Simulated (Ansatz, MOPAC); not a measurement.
Molecule: iodine monochloride, ICl, net charge 0, singlet state. SMILES: ClI

Atoms: Cl1, I2. Bonds: Cl1-I2.

Bond lengths (Å) and angles (degrees) optimised at AM1 with MOPAC; PM7 with MOPAC; MNDO with MOPAC; HF/3-21G with Ansatz (a quantum-chemistry and plane-wave program); B3LYP/LANL2DZ with Ansatz; B3LYP/6-31G* with LANL2DZ past Ar with Ansatz, each started from the B3LYP-D3(BJ)/def2-TZVP structure (Ansatz) of the last column. A row stands for all coordinates that are equal there. 6-31G* holds six Cartesian d functions.

```tsv
coordinate	AM1	PM7	MNDO	HF/3-21G	B3LYP/LANL2DZ	B3LYP/6-31G* with LANL2DZ past Ar	B3LYP-D3(BJ)/def2-TZVP
Cl1-I2	2.219	2.318	2.262	2.490	2.513	2.434	2.345
```

Mean signed difference of all 1 bond lengths from B3LYP-D3(BJ)/def2-TZVP: AM1 -0.126 Å, PM7 -0.027 Å, MNDO -0.083 Å, HF/3-21G 0.145 Å, B3LYP/LANL2DZ 0.168 Å, B3LYP/6-31G* with LANL2DZ past Ar 0.089 Å.
